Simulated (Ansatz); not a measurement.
BeMe(NH2) (CH₅BeN). The state is a singlet with charge 0. Geometry relaxed at r2SCAN-D4/def2-TZVP.

Cartesian coordinates in Å:
```
Be 0.039 0.283 -0.028
C -0.192 -1.383 0.093
H 0.024 -1.912 -0.840
H -1.221 -1.635 0.371
H 0.449 -1.826 0.863
N 0.247 1.774 -0.127
H -0.433 2.437 -0.463
H 1.088 2.263 0.131
```

(1) Estimate the harmonic wavenumbers at RKS r2SCAN-D4/def2-TZVP (Ansatz, unscaled). Is this a minimum?

Results:

(1) 38i, 207, 241, 342, 555, 601, 695, 741, 1209, 1308, 1443, 1446, 1572, 3016, 3084, 3095, 3588, 3668 cm⁻¹. No: 1 imaginary mode, a saddle point. Zero-point energy 160.4 kJ/mol. Hardware: 4 threads of AMD EPYC 9R45 on a shared host. Wall time 15 s.
